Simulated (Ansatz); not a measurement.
Correlation energies of `B[SiH](B)O` by basis set

```json
{"atom": "B1", "x (Å)": "-1.3768", "y (Å)": "-0.3322", "z (Å)": "0.9366"}
{"atom": "Si2", "x (Å)": "0.4713", "y (Å)": "-0.0688", "z (Å)": "0.2075"}
{"atom": "B3", "x (Å)": "0.3617", "y (Å)": "1.0774", "z (Å)": "-1.4243"}
{"atom": "O4", "x (Å)": "1.3512", "y (Å)": "-1.4444", "z (Å)": "-0.0872"}
{"atom": "H5", "x (Å)": "-2.0454", "y (Å)": "0.6328", "z (Å)": "1.1689"}
{"atom": "H6", "x (Å)": "-1.8546", "y (Å)": "-1.4055", "z (Å)": "1.1681"}
{"atom": "H7", "x (Å)": "1.1365", "y (Å)": "0.7730", "z (Å)": "1.2645"}
{"atom": "H8", "x (Å)": "-0.1310", "y (Å)": "2.1630", "z (Å)": "-1.3240"}
{"atom": "H9", "x (Å)": "0.7428", "y (Å)": "0.7258", "z (Å)": "-2.5007"}
{"atom": "H10", "x (Å)": "1.3442", "y (Å)": "-2.1211", "z (Å)": "0.5906"}
```

Total charge 0; spin multiplicity 1. The geometry is a stationary point of PBE0-D4/def2-TZVP. It is one conformer, not always the lowest. Frozen core, restricted reference, the Gaussian-basis code of Ansatz. CBS rows extrapolate triple and quadruple zeta; past MP2 they add the triple-zeta difference.

```
     basis     HF (Eh)  MP2 corr.
  def2-SVP  -416.43230   -0.44383
def2-TZVPP  -416.69471   -0.55894
def2-QZVPP  -416.71003   -0.60077
```

(1) Estimate the CCSD correlation energy and the (T) correction in each basis where they were run (hartree).

Results:

(1) 
```tsv
basis	CCSD corr.	(T)
def2-SVP	-0.50016	-0.01173
def2-TZVPP	-0.61025	-0.02069
CBS(def2)	-0.68307	as TZ
```
